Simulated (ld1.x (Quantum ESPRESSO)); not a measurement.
## Reading a pseudo-wave (samarium (Sm))

Columns: radius, all-electron u(r) and pseudo u(r) of the 5p shell (level -26.00 eV) of samarium in the configuration [Kr] 4d10 4f5 5s2 5p6 5d1 6s2 6p0; PBE, scalar-relativistic, RRKJ scheme, ld1.x (Quantum ESPRESSO) 7.5.

```tsv
r (bohr)	all-electron	pseudo
0.145	-0.2461	-0.0092
0.290	-0.0002	-0.0411
0.435	0.4435	-0.1057
0.580	0.3692	-0.2110
0.725	0.0190	-0.3550
0.870	-0.3529	-0.5224
1.015	-0.6375	-0.6865
1.160	-0.8147	-0.8184
1.305	-0.8981	-0.8965
1.450	-0.9117	-0.9146
1.595	-0.8781	-0.8818
1.740	-0.8160	-0.8173
1.885	-0.7392	-0.7392
2.030	-0.6572	-0.6572
2.175	-0.5761	-0.5761
2.320	-0.4996	-0.4996
2.465	-0.4296	-0.4296
2.610	-0.3670	-0.3670
2.755	-0.3120	-0.3120
2.900	-0.2641	-0.2641
3.045	-0.2228	-0.2228
3.190	-0.1875	-0.1875
3.335	-0.1575	-0.1575
3.480	-0.1319	-0.1319
3.625	-0.1104	-0.1104
3.770	-0.0922	-0.0922
```

Problem. How many radial nodes do the two functions have?

Solution. The all-electron 5p function has n − l − 1 = 3 (the table is too coarse to show those close to the nucleus); the pseudo-wave has 0, since the states of the same l below it are removed with the core.

Problem. At about which radius was the pseudo-wave matched?

Solution. 1.90 bohr, where the columns begin to agree (steps of 0.14 bohr).

Problem. Is the pseudo-wave norm-conserving?

Solution. Yes: the RRKJ scheme keeps the norm inside the radius equal to the all-electron one, which fixes the energy derivative of the logarithmic derivative at the level.
